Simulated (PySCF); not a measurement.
Delta-SCF ions had no search for a lower state. Excitations are Tamm–Dancoff values on a coarser integration grid. The basis has no diffuse functions, so Rydberg states are missing or too high.

Cartesian coordinates (Å):
```xyz
8

O     -1.8131    -0.6657     0.4580
Si    -0.7770     0.3026    -0.4078
Al     1.6073    -0.1180     0.0777
H     -1.6072    -0.8058     1.3824
H     -1.1042     0.0366    -1.8357
H     -1.0866     1.7502    -0.1756
H      2.7521     0.4501    -0.8686
H      2.0286    -0.9501     1.3696
```
Charge 0, multiplicity 1.

Q: What S1 oscillator strength, HOMO, vertical ionisation energy (Delta-SCF), LUMO, S1–T1 gap (TDA), dipole moment, HOMO–LUMO gap and total energy does PySCF with PBE0-D4/def2-TZVP give?

A: 
```json
{
  "S1 oscillator strength": "0.009",
  "HOMO": "-7.23 eV",
  "vertical ionisation energy (Delta-SCF)": "9.29 eV",
  "LUMO": "-2.11 eV",
  "S1–T1 gap (TDA)": "0.74 eV",
  "dipole_moment": "1.30 D",
  "HOMO–LUMO gap": "5.12 eV",
  "total_energy": "-16596.05 eV"
}
```
